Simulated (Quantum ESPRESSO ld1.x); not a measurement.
The numbers below are computed, except where a source is named.
Problem. Radial electron density D(r) = 4 pi r^2 rho(r) of an atom or ion with 59 electrons. Code: ld1.x of Quantum ESPRESSO 7.5. Model: scalar-relativistic Kohn-Sham, LDA (Slater exchange, Perdew-Wang correlation), spin-polarised, spherical densities, point nucleus.

| r (bohr) | D(r) (e/bohr) | spin D(r) |
|---|---|---|
| 0.002505 | 13.00 | 0.0000159 |
| 0.003422 | 20.48 | 0.0000244 |
| 0.004638 | 30.69 | 0.0000349 |
| 0.006336 | 44.11 | 0.0000457 |
| 0.008656 | 59.01 | 0.0000495 |
| 0.01173 | 71.56 | 0.0000321 |
| 0.01603 | 77.70 | -0.0000319 |
| 0.02172 | 74.93 | -0.000163 |
| 0.02967 | 68.85 | -0.000361 |
| 0.04054 | 72.76 | -0.000516 |
| 0.05494 | 90.43 | -0.000344 |
| 0.07505 | 102.4 | 0.000896 |
| 0.1017 | 88.95 | 0.00609 |
| 0.139 | 75.31 | 0.0300 |
| 0.1898 | 86.74 | 0.126 |
| 0.2573 | 77.66 | 0.408 |
| 0.3515 | 40.58 | 1.03 |
| 0.4764 | 34.79 | 1.84 |
| 0.6508 | 36.68 | 2.31 |
| 0.8891 | 19.78 | 2.06 |
| 1.205 | 10.43 | 1.43 |
| 1.646 | 7.101 | 0.798 |
| 2.231 | 3.243 | 0.406 |
| 3.048 | 1.214 | 0.209 |
| 4.164 | 0.6858 | 0.0836 |
| 5.643 | 0.3068 | 0.0154 |
| 7.71 | 0.06164 | -0.000556 |
| 10.45 | 0.004807 | -0.000290 |
| 14.27 | 0.0001020 | -0.0000111 |

What is the nuclear charge?

Solution. Z = 59. The innermost maximum, from 1s, lies near gamma/Z bohr with gamma = sqrt(1 - (Z/c)^2) = 0.903, here 0.0153 bohr (found: 0.0168), and its height grows with Z. The density is that of neutral praseodymium in [Xe] 4f2.5 5d0.5 6s2; the configuration itself is not fixed sharply by these data, and Z only to a few units. D(r) has 4 maxima, at r = 0.0168, 0.0745, 0.209, 0.577 bohr, and minima at 0.0321, 0.138, 0.423 bohr, inside which lie 1.95, 11.16, 29.05 electrons.
